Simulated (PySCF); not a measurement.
# wB97X-V on Se²⁺ (selenium, charge +2)

Configuration: [Ar] 3d10 4s1 4p2 4d1, one real determinant (an excited configuration). Calculation: PySCF 2.14, in aug-cc-pVDZ-PP with ECP10MDF (5s4p3d, 32 functions); a scalar-relativistic core potential.

```json
{"Total energy": "-371.0261 hartree", "One-electron energy": "-631.4579 hartree", "Hartree (Coulomb) energy": "288.6327 hartree", "Exchange-correlation energy": "-28.2009 hartree", "⟨S²⟩": "6.0004", "⟨L²⟩": "7.797", "Sum of ⟨r⟩": "19.29 bohr", "Sum of ⟨r²⟩": "28.80 bohr²", "Traceless quadrupole moment −½Σ⟨3z² − r²⟩ along its main axis": "-2.47 e·bohr²"}
```

```
shell  electrons  mean orbital energy (hartree)  spread (hartree)  rms radius, mean of both spins (bohr)
 3s α          1                       -8.90227                 0                                  0.618
 3s β          1                       -8.88255                 0                                  0.618
 3p α          3                       -6.99635           0.01541                                  0.639
 3p β          3                       -6.97826           0.02320                                  0.639
 3d α          5                       -3.26723           0.01742                                  0.688
 3d β          5                       -3.24582           0.02105                                  0.688
 4s α          1                       -1.72556                 0                                   1.77
 4p α          2                       -1.22943                 0                                   2.04
 4d α          1                       -0.59649                 0                                   3.06
```

⟨L²⟩ = 7.80 against 12 for a pure F term, so this real determinant mixes terms. Energies and moments cover only the electrons outside the core potential. The outer electron is Rydberg-like, and this basis confines it to a smaller radius and binds it less than a complete one would.
